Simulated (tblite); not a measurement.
Isomers of C3H12OSSi2. All values are computed: GFN2-xTB (tblite) harmonic vibrations without scaling, gas phase. Against measured fundamentals such values can be off by several per cent, at times by over 20. Modes of hydrogen on silicon can be 10 to 20 % off. One conformer each.

Electronic energies: GFN2-xTB at the same geometries; isomer energies are rough at this level and their order can be wrong.

```json
{"SMILES": "CS[SiH2]OCC[SiH3]", "electronic energy, lowest = 0 (kcal/mol)": "0.0"}
{"SMILES": "CC[SiH2][Si@@H](O)SC", "electronic energy, lowest = 0 (kcal/mol)": "10.8"}
{"SMILES": "C[SiH2]CS[Si@H](C)O", "electronic energy, lowest = 0 (kcal/mol)": "11.0"}
```

Problem. How do GFN2-xTB zero-point energies change the relative energies?

Solution. 
```tsv
SMILES	ZPE (kcal/mol)	of it from modes above 1550 cm⁻¹	electronic (kcal/mol)	with ZPE, lowest = 0 (kcal/mol)	lowest mode (cm⁻¹)	rings
CS[SiH2]OCC[SiH3]	87.0	46.0	0.0	0.0	23	0
CC[SiH2][Si@@H](O)SC	89.1	49.0	10.8	12.9	13i	0
C[SiH2]CS[Si@H](C)O	88.2	49.6	11.0	12.2	26	0
```

The zero-point energies span 2.1 kcal/mol, from `CS[SiH2]OCC[SiH3]` to `CC[SiH2][Si@@H](O)SC`. Slightly imaginary modes are left out of the zero-point energy: `CC[SiH2][Si@@H](O)SC` 12.9i cm⁻¹. The lowest isomer stays, but the order above it changes.
